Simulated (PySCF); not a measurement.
C₂H₉ClSi₃. Atoms are numbered in the order given.

```xyz
15

C     -2.1486    -1.0705     0.6129
Si    -1.2460    -0.4067    -0.8986
C      0.0953    -1.6284    -1.5051
Si     1.5170    -1.1233    -0.3308
Si     0.4997     1.0057    -0.1665
Cl     0.3073     1.9005     1.7127
H     -1.4338    -1.3746     1.3942
H     -2.8044    -0.2976     1.0437
H     -2.7692    -1.9443     0.3548
H     -2.2176     0.0251    -1.9537
H      0.3828    -1.3675    -2.5403
H     -0.1831    -2.6961    -1.4959
H      1.4125    -1.8505     0.9727
H      2.8997    -1.3034    -0.8738
H      1.0193     2.0332    -1.1205
```

Geometry: r2SCAN-D4/def2-SVP. The structure was generated by enumeration; whether it is a known compound was not checked.

The numbers are results of r2SCAN-D4/def2-SVP (PySCF), not measurements.

Frequencies are harmonic and unscaled.

Computed vibrational spectrum:
```csv
mode,ν (cm⁻¹),IR (km/mol),moving atoms (share of kinetic energy)
1,50,0.7,"Cl 35 %, C 34 %, H 19 %, Si 12 %"
2,87,0.7,"C 40 %, H 24 %, Si 20 %, Cl 16 %"
3,130,1.3,"Si 43 %, H 33 %, Cl 18 %"
4,149,0.2,"H 85 %, Si 11 %"
5,190,0.3,"H 42 %, C 39 %, Si 19 %"
6,202,2.4,"Si 46 %, H 20 %, Cl 18 %, C 16 %"
7,282,1.6,"Si 56 %, H 27 %, C 10 %"
8,388,8.8,"Si 65 %, H 21 %, Cl 11 %"
9,403,0.9,"Si 80 %, H 18 %"
10,422,10.3,"H 60 %, Si 38 %"
11,520,2.4,"H 76 %, Si 13 %, C 10 %"
12,557,64.4,"Si 56 %, Cl 30 %, H 12 %"
13,597,4.3,"H 61 %, Si 20 %, C 18 %"
14,608,10.0,"H 72 %, C 17 %, Si 11 %"
15,617,11.5,H 90 %
16,641,8.6,"H 60 %, C 30 %, Si 9 %"
17,670,17.4,"H 48 %, C 37 %, Si 15 %"
18,708,17.9,"H 39 %, C 36 %, Si 24 %"
19,740,25.7,"H 77 %, C 12 %, Si 11 %"
20,757,156.1,"H 86 %, Si 9 %"
21,781,44.6,"H 59 %, C 26 %, Si 15 %"
22,841,156.5,"H 64 %, C 18 %, Si 18 %"
23,879,122.1,"H 79 %, C 14 %"
24,926,72.3,H 94 %
25,948,13.6,H 89 %
26,989,36.1,"H 73 %, C 25 %"
27,1253,19.5,"H 80 %, C 20 %"
28,1360,10.0,"H 92 %, C 8 %"
29,1425,5.9,H 96 %
30,1425,3.3,H 96 %
31,2191,157.0,H 97 %
32,2198,133.4,H 97 %
33,2203,35.6,H 97 %
34,2212,135.0,H 96 %
35,3033,3.0,H 97 %
36,3045,1.3,H 95 %
37,3119,0.2,"H 91 %, C 9 %"
38,3139,1.6,"H 91 %, C 9 %"
39,3145,1.1,"H 91 %, C 9 %"
```
